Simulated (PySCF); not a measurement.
**Electron correlation in Be (beryllium, neutral)**

[He] 2s2, closed-shell 1S. Computed with PySCF 2.14 in aug-cc-pVDZ-DK (4s3p2d, 23 functions), with scalar relativity by spin-free X2C-1e. Frozen: 1s2; 2 electrons correlated.

Total MP2 correlation energy: -25.77 mhartree.

Same-spin part 0.00 and opposite-spin part -25.77 mhartree; SCS-MP2 scales them by 1/3 and 6/5 to -30.93 mhartree.

With two correlated electrons CCSD is exact within the correlated space (frozen core and kept virtual orbitals).

| level | correlation energy (mhartree) |
| --- | --- |
| CCSD | -44.50 |

Diagnostics: T1 = 0.019, D1 = 0.0275, largest double amplitude 0.132.

Is a single reference adequate?

Mostly. T1 lies below 0.03, but a double amplitude of this size points to a near-degeneracy that CCSD handles and MP2 describes poorly.
